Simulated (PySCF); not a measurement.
Ionisation energy of N²⁺ by level of theory

N²⁺ [He] 2s2 2p1 (2P) → N³⁺ [He] 2s2 (1S), as a difference of total energies. All numbers are calculated (PySCF 2.14, the spin-free X2C one-electron Hamiltonian (Gaussian nucleus), in x2c-QZVPPall). Correlated levels: valence and next inner shell: nothing frozen. The calculations carry no spin-orbit coupling.

```json
{"method": "UHF", "ionisation energy (eV)": "47.298", "plus first-order spin-orbit estimate": "47.313", "difference from reference of that sum (eV)": "-0.132"}
{"method": "MP2 (valence and next inner shell)", "ionisation energy (eV)": "47.567", "plus first-order spin-orbit estimate": "47.582", "difference from reference of that sum (eV)": "+0.137"}
{"method": "SCS-MP2 (valence and next inner shell)", "ionisation energy (eV)": "47.510", "plus first-order spin-orbit estimate": "47.525", "difference from reference of that sum (eV)": "+0.080"}
{"method": "CCSD (valence and next inner shell)", "ionisation energy (eV)": "47.331", "plus first-order spin-orbit estimate": "47.346", "difference from reference of that sum (eV)": "-0.099"}
{"method": "CCSD(T) (valence and next inner shell)", "ionisation energy (eV)": "47.358", "plus first-order spin-orbit estimate": "47.373", "difference from reference of that sum (eV)": "-0.072"}
```

Reference: 47.445 eV (semi-empirical (NIST evaluation); NIST Atomic Spectra Database, ionization energies).

A first-order spin-orbit estimate (lowest level to lowest level, LS coupling) adds 0.015 eV.

Errors of the correlated levels include the incompleteness of this basis.

The coupled-cluster amplitudes are large for N³⁺ (T1 above 0.03 or a double amplitude above 0.15), so a single reference is strained.
